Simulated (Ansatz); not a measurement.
Gas-phase electronic energies from Ansatz, PBE0-D4/def2-TZVP geometries. CCSD(T)/CBS is the MP2 limit (def2-TZVPP, def2-QZVPP) plus CCSD(T) − MP2 in def2-TZVPP, frozen cores. This one scheme is used for every species. Functionals use def2-TZVPP. For Ge outer-core shells are correlated without core-valence functions, which leaves a few kJ/mol of doubt a bond. Scalar relativity is left out up to krypton.

Consider the substitution at a C–C bond: `C[CH]([SiH3])[GeH3]` + H–F → `F[CH]([SiH3])[GeH3]` + CH₄.

```tsv
level	ΔE (kJ/mol)
r2SCAN-D4	53.7
ωB97M-V	58.7
SCS-MP2/def2-TZVPP	72.7
SCS-MP2/def2-QZVPP	74.6
```

Task: What does CCSD(T)/CBS give? (Estimate.)

Result: Computed: +73.9 kJ/mol. The listed levels differ from it by -20.2, -15.2, -1.2, 0.7 kJ/mol.

Largest T1 diagnostic among the species: 0.012.

From PBE to PBE0 (25 % exact exchange), in def2-TZVPP and without D4, ΔE moves by +10.0 kJ/mol. The D4 term adds +10.6 kJ/mol with B3LYP and +5.8 kJ/mol with PBE0; it sums over pairs of atoms, weighted by their polarisabilities, and B3LYP, whose exchange is more repulsive, gets the larger term.

B3LYP here is the variant with VWN-RPA as its local correlation; programs differ in this.
